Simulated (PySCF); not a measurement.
SMILES CC(=O)CCO (C₄H₈O₂), singlet, GFN2-xTB optimised geometry.

```
14

C      1.69    -1.25     0.34
C      1.07     0.08     0.00
O      1.73     1.06    -0.25
C     -0.44     0.08     0.00
C     -1.02     1.50     0.00
O     -2.43     1.51    -0.01
H      2.74    -1.25     0.08
H      1.59    -1.41     1.41
H      1.17    -2.06    -0.17
H     -0.81    -0.47     0.86
H     -0.77    -0.45    -0.90
H     -0.62     2.06    -0.85
H     -0.73     2.02     0.92
H     -2.74     1.12    -0.83
```

Density from PBE/def2-TZVP (PySCF) at that geometry.

Minimum of the electron density along straight lines between bonded atoms, close to the bond critical point (lines longer than 1.1 times the sum of covalent radii, or with two minima, are not listed):

```tsv
bond	length / Å	ρ at the minimum / e bohr⁻³	∇²ρ there / e bohr⁻⁵	position (fraction from the first atom)
C1–C2	1.508	0.257	-0.64	0.49
C2–O3	1.203	?	?	0.34
C2–C4	1.515	0.255	-0.63	0.51
C4–C5	1.532	0.245	-0.59	0.50
C5–O6	1.407	0.266	-0.59	0.36
C1–H7	1.087	0.279	-0.95	0.64
C1–H8	1.089	0.273	-0.90	0.64
C1–H9	1.087	0.276	-0.92	0.64
C4–H10	1.092	0.275	-0.92	0.64
C4–H11	1.095	0.270	-0.88	0.64
C5–H12	1.098	0.281	-0.97	0.65
C5–H13	1.092	0.285	-1.00	0.65
O6–H14	0.964	0.362	?	0.80
```

Task: Some entries are withheld; supply them.

Result: 
- C2–O3, ρ at the minimum / e bohr⁻³: 0.426
- C2–O3, ∇²ρ there / e bohr⁻⁵: -0.04
- O6–H14, ∇²ρ there / e bohr⁻⁵: -2.37
